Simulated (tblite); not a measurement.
Record of a relaxation.

Species: C4H6B2S.
SMILES with atom numbers: `[BH2:1][S:2][BH:3]/[CH:4]=[CH:5]\[C:6]#[CH:7]` (hydrogens: H8, H9 on B1; H10 on B3; H11 on C4; H12 on C5; H13 on C7)

Computed with GFN2-xTB (tblite), gas phase: L-BFGS steps from a force-field or distance-geometry start until the largest atomic force falls under 0.01 eV/Å. 11 of its 100 geometries are shown.

Step 0: E = -468.6411 eV, largest atomic force 2.257 eV/Å
```
atom  x, y, z in Å  |  force x, y, z in eV/Å
B1      3.210    1.087    0.190    0.240  -0.487  -2.048
S2      2.095   -0.221   -0.625   -0.457   1.152   1.482
B3      0.389   -0.265    0.184    1.683  -1.469   0.324
C4     -0.543   -1.399   -0.383    1.124   0.359   0.298
C5     -1.809   -1.200   -0.693   -1.490   0.822  -0.263
C6     -2.385    0.114   -0.553   -0.576   0.759  -0.048
C7     -2.871    1.227   -0.443    0.419  -1.115  -0.119
H8      4.348    0.754    0.358   -0.775  -0.054   0.335
H9      3.087    2.205   -0.224   -0.421  -0.511   0.793
H10     0.370   -0.097    1.373   -0.137   0.597  -0.786
H11    -0.129   -2.404   -0.495   -0.016   0.312  -0.071
H12    -2.449   -1.996   -1.083    0.028   0.383   0.165
H13    -3.317    2.197   -0.345    0.379  -0.747  -0.063
```

Step 10: E = -469.3653 eV, largest atomic force 0.591 eV/Å
```
atom  x, y, z in Å  |  force x, y, z in eV/Å
B1      3.217    1.061    0.003   -0.179  -0.223   0.101
S2      2.117   -0.245   -0.570    0.006   0.022   0.142
B3      0.543   -0.401    0.270   -0.263  -0.106  -0.256
C4     -0.501   -1.389   -0.361    0.177  -0.082   0.052
C5     -1.785   -1.149   -0.677    0.107  -0.137   0.084
C6     -2.395    0.116   -0.558    0.355  -0.466   0.076
C7     -2.883    1.204   -0.451   -0.142   0.350   0.044
H8      4.266    0.689    0.371   -0.019   0.159  -0.133
H9      2.946    2.199   -0.095   -0.100  -0.242   0.098
H10     0.353    0.101    1.318    0.104   0.101  -0.250
H11    -0.145   -2.404   -0.579   -0.065   0.346   0.077
H12    -2.434   -1.935   -1.061    0.143   0.127  -0.026
H13    -3.303    2.155   -0.350   -0.124   0.151  -0.011
```

Step 20: E = -469.6477 eV, largest atomic force 0.477 eV/Å
```
atom  x, y, z in Å  |  force x, y, z in eV/Å
B1      3.094    0.886    0.049    0.063  -0.062  -0.008
S2      2.251   -0.577   -0.490    0.184   0.024   0.195
B3      0.609   -0.361    0.193   -0.220  -0.110  -0.281
C4     -0.423   -1.382   -0.312    0.269  -0.173   0.051
C5     -1.706   -1.094   -0.586    0.123  -0.123  -0.060
C6     -2.297    0.161   -0.369    0.098  -0.382  -0.269
C7     -2.870    1.213   -0.402   -0.205   0.239   0.033
H8      4.255    0.802    0.146   -0.006   0.187  -0.078
H9      2.473    1.856    0.259    0.153  -0.060   0.093
H10     0.370    0.536    0.894   -0.033   0.079   0.057
H11    -0.039   -2.362   -0.610   -0.266   0.188   0.021
H12    -2.339   -1.799   -1.113   -0.095  -0.066   0.132
H13    -3.382    2.122   -0.399   -0.065   0.259   0.116
```

Step 30: E = -469.7650 eV, largest atomic force 0.284 eV/Å
```
atom  x, y, z in Å  |  force x, y, z in eV/Å
B1      3.145    0.869    0.087    0.046  -0.016   0.076
S2      2.357   -0.662   -0.310   -0.120   0.061   0.083
B3      0.621   -0.346    0.106   -0.085   0.035   0.041
C4     -0.430   -1.364   -0.371    0.033   0.021  -0.035
C5     -1.726   -1.099   -0.632    0.047   0.003  -0.015
C6     -2.323    0.168   -0.498    0.066  -0.272   0.046
C7     -2.903    1.213   -0.380   -0.057   0.206  -0.050
H8      4.308    0.957    0.016   -0.077  -0.070  -0.076
H9      2.474    1.761    0.419    0.053   0.138   0.047
H10     0.335    0.611    0.735    0.066  -0.178  -0.206
H11    -0.109   -2.378   -0.585    0.034   0.005   0.008
H12    -2.382   -1.876   -1.017   -0.003   0.093   0.044
H13    -3.370    2.150   -0.310   -0.002  -0.025   0.036
```

Step 40: E = -469.7903 eV, largest atomic force 0.098 eV/Å
```
atom  x, y, z in Å  |  force x, y, z in eV/Å
B1      3.139    0.873    0.126    0.031  -0.023   0.028
S2      2.365   -0.679   -0.206   -0.087   0.014  -0.016
B3      0.614   -0.346    0.070   -0.009   0.015   0.022
C4     -0.424   -1.375   -0.400    0.016  -0.010   0.035
C5     -1.726   -1.107   -0.625    0.038   0.014  -0.089
C6     -2.317    0.160   -0.482   -0.010  -0.032   0.037
C7     -2.885    1.216   -0.389   -0.018  -0.006   0.038
H8      4.285    0.949   -0.068    0.067   0.009   0.003
H9      2.514    1.778    0.516   -0.001   0.013  -0.007
H10     0.309    0.656    0.590   -0.035   0.016  -0.041
H11    -0.100   -2.391   -0.600   -0.019  -0.003  -0.023
H12    -2.405   -1.871   -0.992    0.007  -0.021   0.033
H13    -3.372    2.139   -0.281    0.021   0.015  -0.020
```

Step 50: E = -469.7961 eV, largest atomic force 0.057 eV/Å
```
atom  x, y, z in Å  |  force x, y, z in eV/Å
B1      3.159    0.871    0.143   -0.008   0.006  -0.030
S2      2.347   -0.661   -0.198   -0.003  -0.025   0.001
B3      0.594   -0.329    0.062    0.011   0.013  -0.047
C4     -0.425   -1.378   -0.403   -0.017   0.005   0.035
C5     -1.730   -1.119   -0.623   -0.002   0.002  -0.057
C6     -2.329    0.143   -0.469   -0.006   0.018   0.027
C7     -2.886    1.204   -0.368    0.012  -0.018  -0.008
H8      4.307    0.928   -0.062   -0.002  -0.017   0.037
H9      2.550    1.790    0.527    0.001   0.014   0.012
H10     0.260    0.689    0.530    0.024   0.020  -0.001
H11    -0.097   -2.391   -0.613    0.013   0.020   0.003
H12    -2.403   -1.887   -0.989   -0.017  -0.034   0.016
H13    -3.352    2.140   -0.278   -0.006  -0.005   0.012
```

Step 59: E = -469.8009 eV, largest atomic force 0.068 eV/Å
```
atom  x, y, z in Å  |  force x, y, z in eV/Å
B1      3.169    0.861    0.154    0.041  -0.004   0.035
S2      2.331   -0.652   -0.205   -0.015  -0.001  -0.004
B3      0.578   -0.286    0.016    0.054   0.003  -0.042
C4     -0.433   -1.358   -0.417    0.006   0.006   0.043
C5     -1.746   -1.138   -0.626    0.012   0.000   0.001
C6     -2.361    0.115   -0.466    0.017   0.040  -0.009
C7     -2.889    1.190   -0.355   -0.001  -0.020   0.016
H8      4.327    0.882    0.002   -0.015  -0.010   0.007
H9      2.580    1.795    0.531   -0.021   0.010  -0.016
H10     0.260    0.757    0.439   -0.013  -0.024  -0.017
H11    -0.078   -2.366   -0.606   -0.007   0.006  -0.019
H12    -2.405   -1.931   -0.964   -0.024  -0.005   0.010
H13    -3.337    2.131   -0.242   -0.034  -0.002  -0.006
```

Step 69: E = -469.8071 eV, largest atomic force 0.104 eV/Å
```
atom  x, y, z in Å  |  force x, y, z in eV/Å
B1      3.191    0.843    0.199    0.104  -0.008   0.003
S2      2.341   -0.647   -0.216   -0.050  -0.016   0.018
B3      0.590   -0.244   -0.085    0.001  -0.004  -0.075
C4     -0.423   -1.336   -0.453   -0.023  -0.013   0.008
C5     -1.747   -1.137   -0.614   -0.015   0.007   0.025
C6     -2.372    0.113   -0.467    0.014  -0.003   0.072
C7     -2.924    1.170   -0.313   -0.028   0.014  -0.042
H8      4.358    0.805    0.134   -0.059   0.073   0.032
H9      2.603    1.800    0.522    0.034  -0.031  -0.022
H10     0.260    0.830    0.237    0.025   0.018   0.019
H11    -0.063   -2.346   -0.613   -0.023  -0.033  -0.014
H12    -2.419   -1.950   -0.874    0.026   0.009  -0.026
H13    -3.398    2.099   -0.198   -0.008  -0.012   0.001
```

Step 79: E = -469.8139 eV, largest atomic force 0.042 eV/Å
```
atom  x, y, z in Å  |  force x, y, z in eV/Å
B1      3.217    0.817    0.238    0.011   0.012   0.004
S2      2.359   -0.655   -0.229    0.005   0.003   0.021
B3      0.612   -0.214   -0.193   -0.024  -0.032  -0.012
C4     -0.414   -1.318   -0.487   -0.016  -0.012  -0.003
C5     -1.746   -1.125   -0.582   -0.012   0.006   0.013
C6     -2.381    0.117   -0.421   -0.007  -0.007  -0.008
C7     -2.979    1.152   -0.295   -0.012   0.014   0.024
H8      4.382    0.764    0.292    0.010  -0.004  -0.004
H9      2.631    1.794    0.490   -0.009   0.001  -0.007
H10     0.292    0.885    0.044    0.025   0.005   0.004
H11    -0.071   -2.336   -0.636    0.022   0.011  -0.015
H12    -2.423   -1.946   -0.795    0.013  -0.010  -0.003
H13    -3.482    2.064   -0.167   -0.005   0.014  -0.014
```

Step 89: E = -469.8148 eV, largest atomic force 0.015 eV/Å
```
atom  x, y, z in Å  |  force x, y, z in eV/Å
B1      3.221    0.815    0.247   -0.003  -0.009   0.006
S2      2.360   -0.662   -0.203    0.000  -0.011   0.003
B3      0.615   -0.211   -0.208    0.004  -0.008   0.002
C4     -0.415   -1.313   -0.497   -0.005  -0.001  -0.003
C5     -1.748   -1.124   -0.575   -0.004  -0.001  -0.003
C6     -2.390    0.115   -0.410    0.000   0.006  -0.001
C7     -2.989    1.149   -0.282    0.001  -0.001  -0.003
H8      4.386    0.758    0.303    0.000   0.006   0.001
H9      2.633    1.794    0.488    0.005   0.007  -0.012
H10     0.307    0.896    0.003   -0.010   0.006   0.005
H11    -0.070   -2.329   -0.654    0.013   0.007  -0.002
H12    -2.421   -1.951   -0.782   -0.001   0.002   0.002
H13    -3.493    2.063   -0.169   -0.002  -0.001   0.004
```

Step 99: E = -469.8153 eV, largest atomic force 0.009 eV/Å
```
atom  x, y, z in Å  |  force x, y, z in eV/Å
B1      3.223    0.813    0.244   -0.003  -0.003   0.005
S2      2.358   -0.667   -0.187   -0.004   0.000   0.003
B3      0.614   -0.210   -0.201    0.004   0.004   0.004
C4     -0.414   -1.309   -0.503   -0.008   0.001  -0.001
C5     -1.748   -1.124   -0.575   -0.004  -0.002  -0.007
C6     -2.392    0.113   -0.407    0.003   0.005   0.002
C7     -2.992    1.148   -0.282    0.003  -0.003  -0.001
H8      4.386    0.752    0.317    0.008   0.000  -0.003
H9      2.639    1.802    0.452   -0.001   0.008  -0.004
H10     0.305    0.895    0.024    0.002  -0.005  -0.005
H11    -0.064   -2.322   -0.670   -0.004  -0.003   0.006
H12    -2.421   -1.951   -0.782    0.005   0.004  -0.005
H13    -3.497    2.062   -0.170    0.000  -0.006   0.006
```

**Question.** Summarise the path.

**Answer.** The energy falls by 113.29 kJ/mol from step 0 to step 99; nine tenths of that is first reached at step 25. It falls at every step. The largest force goes from 2.257 to 0.009 eV/Å. Among the bonds B1–S2 changes most, from 1.902 to 1.767 Å; the atoms move by 0.602 Å rms after alignment.

**Question.** Follow the three bonds and two angles with the largest change from start to end.

**Answer.** 
```json
{"step": "0", "E above end (kJ/mol)": "113.29", "largest force (eV/Å)": "2.257", "B1–S2 (Å)": "1.902", "S2–B3 (Å)": "1.888", "B3–C4 (Å)": "1.574", "H8–B1–H9 (°)": "113.9", "B1–S2–B3 (°)": "111.2"}
{"step": "4", "E above end (kJ/mol)": "54.73", "largest force (eV/Å)": "0.450", "B1–S2 (Å)": "1.778", "S2–B3 (Å)": "1.771", "B3–C4 (Å)": "1.556", "H8–B1–H9 (°)": "117.2", "B1–S2–B3 (°)": "121.0"}
{"step": "9", "E above end (kJ/mol)": "45.25", "largest force (eV/Å)": "0.364", "B1–S2 (Å)": "1.802", "S2–B3 (Å)": "1.791", "B3–C4 (Å)": "1.560", "H8–B1–H9 (°)": "122.7", "B1–S2–B3 (°)": "118.4"}
{"step": "13", "E above end (kJ/mol)": "35.36", "largest force (eV/Å)": "0.441", "B1–S2 (Å)": "1.771", "S2–B3 (Å)": "1.786", "B3–C4 (Å)": "1.564", "H8–B1–H9 (°)": "120.4", "B1–S2–B3 (°)": "111.5"}
{"step": "17", "E above end (kJ/mol)": "24.12", "largest force (eV/Å)": "0.485", "B1–S2 (Å)": "1.779", "S2–B3 (Å)": "1.782", "B3–C4 (Å)": "1.518", "H8–B1–H9 (°)": "121.7", "B1–S2–B3 (°)": "106.0"}
{"step": "22", "E above end (kJ/mol)": "14.70", "largest force (eV/Å)": "0.485", "B1–S2 (Å)": "1.760", "S2–B3 (Å)": "1.811", "B3–C4 (Å)": "1.533", "H8–B1–H9 (°)": "125.1", "B1–S2–B3 (°)": "102.5"}
{"step": "26", "E above end (kJ/mol)": "8.71", "largest force (eV/Å)": "0.319", "B1–S2 (Å)": "1.770", "S2–B3 (Å)": "1.803", "B3–C4 (Å)": "1.529", "H8–B1–H9 (°)": "121.5", "B1–S2–B3 (°)": "104.2"}
{"step": "30", "E above end (kJ/mol)": "4.85", "largest force (eV/Å)": "0.284", "B1–S2 (Å)": "1.767", "S2–B3 (Å)": "1.812", "B3–C4 (Å)": "1.539", "H8–B1–H9 (°)": "122.2", "B1–S2–B3 (°)": "103.0"}
{"step": "34", "E above end (kJ/mol)": "3.30", "largest force (eV/Å)": "0.150", "B1–S2 (Å)": "1.768", "S2–B3 (Å)": "1.801", "B3–C4 (Å)": "1.531", "H8–B1–H9 (°)": "122.1", "B1–S2–B3 (°)": "103.3"}
{"step": "39", "E above end (kJ/mol)": "2.53", "largest force (eV/Å)": "0.118", "B1–S2 (Å)": "1.765", "S2–B3 (Å)": "1.806", "B3–C4 (Å)": "1.536", "H8–B1–H9 (°)": "122.2", "B1–S2–B3 (°)": "103.3"}
{"step": "43", "E above end (kJ/mol)": "2.14", "largest force (eV/Å)": "0.084", "B1–S2 (Å)": "1.770", "S2–B3 (Å)": "1.800", "B3–C4 (Å)": "1.535", "H8–B1–H9 (°)": "121.9", "B1–S2–B3 (°)": "104.2"}
{"step": "47", "E above end (kJ/mol)": "1.97", "largest force (eV/Å)": "0.043", "B1–S2 (Å)": "1.767", "S2–B3 (Å)": "1.805", "B3–C4 (Å)": "1.536", "H8–B1–H9 (°)": "122.0", "B1–S2–B3 (°)": "104.7"}
{"step": "52", "E above end (kJ/mol)": "1.76", "largest force (eV/Å)": "0.063", "B1–S2 (Å)": "1.769", "S2–B3 (Å)": "1.801", "B3–C4 (Å)": "1.535", "H8–B1–H9 (°)": "122.3", "B1–S2–B3 (°)": "105.1"}
{"step": "56", "E above end (kJ/mol)": "1.57", "largest force (eV/Å)": "0.060", "B1–S2 (Å)": "1.767", "S2–B3 (Å)": "1.805", "B3–C4 (Å)": "1.535", "H8–B1–H9 (°)": "122.2", "B1–S2–B3 (°)": "105.1"}
{"step": "60", "E above end (kJ/mol)": "1.35", "largest force (eV/Å)": "0.048", "B1–S2 (Å)": "1.767", "S2–B3 (Å)": "1.803", "B3–C4 (Å)": "1.537", "H8–B1–H9 (°)": "121.9", "B1–S2–B3 (°)": "105.1"}
{"step": "65", "E above end (kJ/mol)": "1.15", "largest force (eV/Å)": "0.067", "B1–S2 (Å)": "1.767", "S2–B3 (Å)": "1.802", "B3–C4 (Å)": "1.535", "H8–B1–H9 (°)": "122.5", "B1–S2–B3 (°)": "105.0"}
{"step": "69", "E above end (kJ/mol)": "0.79", "largest force (eV/Å)": "0.104", "B1–S2 (Å)": "1.765", "S2–B3 (Å)": "1.802", "B3–C4 (Å)": "1.535", "H8–B1–H9 (°)": "123.0", "B1–S2–B3 (°)": "105.2"}
{"step": "73", "E above end (kJ/mol)": "0.35", "largest force (eV/Å)": "0.059", "B1–S2 (Å)": "1.767", "S2–B3 (Å)": "1.800", "B3–C4 (Å)": "1.534", "H8–B1–H9 (°)": "122.4", "B1–S2–B3 (°)": "105.3"}
{"step": "77", "E above end (kJ/mol)": "0.18", "largest force (eV/Å)": "0.039", "B1–S2 (Å)": "1.767", "S2–B3 (Å)": "1.802", "B3–C4 (Å)": "1.535", "H8–B1–H9 (°)": "122.3", "B1–S2–B3 (°)": "105.4"}
{"step": "82", "E above end (kJ/mol)": "0.08", "largest force (eV/Å)": "0.027", "B1–S2 (Å)": "1.768", "S2–B3 (Å)": "1.803", "B3–C4 (Å)": "1.535", "H8–B1–H9 (°)": "121.8", "B1–S2–B3 (°)": "105.2"}
{"step": "86", "E above end (kJ/mol)": "0.06", "largest force (eV/Å)": "0.018", "B1–S2 (Å)": "1.768", "S2–B3 (Å)": "1.803", "B3–C4 (Å)": "1.536", "H8–B1–H9 (°)": "122.1", "B1–S2–B3 (°)": "105.3"}
{"step": "90", "E above end (kJ/mol)": "0.04", "largest force (eV/Å)": "0.015", "B1–S2 (Å)": "1.767", "S2–B3 (Å)": "1.803", "B3–C4 (Å)": "1.535", "H8–B1–H9 (°)": "122.2", "B1–S2–B3 (°)": "105.3"}
{"step": "95", "E above end (kJ/mol)": "0.01", "largest force (eV/Å)": "0.012", "B1–S2 (Å)": "1.767", "S2–B3 (Å)": "1.803", "B3–C4 (Å)": "1.535", "H8–B1–H9 (°)": "122.0", "B1–S2–B3 (°)": "105.3"}
{"step": "99", "E above end (kJ/mol)": "0.00", "largest force (eV/Å)": "0.009", "B1–S2 (Å)": "1.767", "S2–B3 (Å)": "1.803", "B3–C4 (Å)": "1.535", "H8–B1–H9 (°)": "122.1", "B1–S2–B3 (°)": "105.2"}
```

What follows is the cost of the whole relaxation. Hardware: Arm Neoverse N1, one thread, on a shared host. Cost: 0.91 s.
